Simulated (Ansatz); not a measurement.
Ideal-gas functions of `FCBCl` at 500 K and 1 bar, from an Ansatz frequency run at PBE0-D4/def2-TZVP.

Molar mass 80.3 g/mol, point group Cs (symmetry number 1), electronic degeneracy 1, moments of inertia 35.469, 151.555, 183.933 u Å². Harmonic wavenumbers (cm⁻¹, unscaled): 161, 163, 546, 569, 755, 898, 913, 1110, 1198, 1251, 1355, 1428, 2650, 3004, 3037.

Use S(trans) = R[1.5 ln M + 2.5 ln T − 1.1517]; rotational temperatures θ = 24.2544 K / I; S(rot) = R[ln(√π/σ · √(T³/θAθBθC)) + 1.5]; for each mode x = 1.438777 ν̃/T, S = R[x/(eˣ − 1) − ln(1 − e⁻ˣ)] and H = RT x/(eˣ − 1); 1 cm⁻¹ = 0.0119627 kJ/mol; R = 8.31446 J/(mol·K).

Q: By hand: the entropy, in J/(mol·K).

A: Translation 174.3. Rotation: θ = 0.6838, 0.16, 0.1319 K, giving 112.4. Vibration, mode by mode: 14.79, 14.68, 5.36, 5.09, 3.33, 2.41, 2.33, 1.48, 1.21, 1.07, 0.84, 0.71, 0.04, 0.01, 0.01, in all 53.4. Electronic 0.0. Sum 340.1 J/(mol·K).

Q: By hand: H − E and G − E in kJ/mol, counted from the electronic energy.

A: Zero-point energy ½ × 19038 × 0.0119627 = 113.9; thermal vibration 14.9; translation, rotation and pV give 4 RT = 16.6. H − E = 145.4 kJ/mol, and G − E = 145.4 − 500 × 340.1/1000 = -24.7 kJ/mol.

Vibration gives 16 % of the entropy. The sum counts one conformer and one mirror image; others add a mixing term.
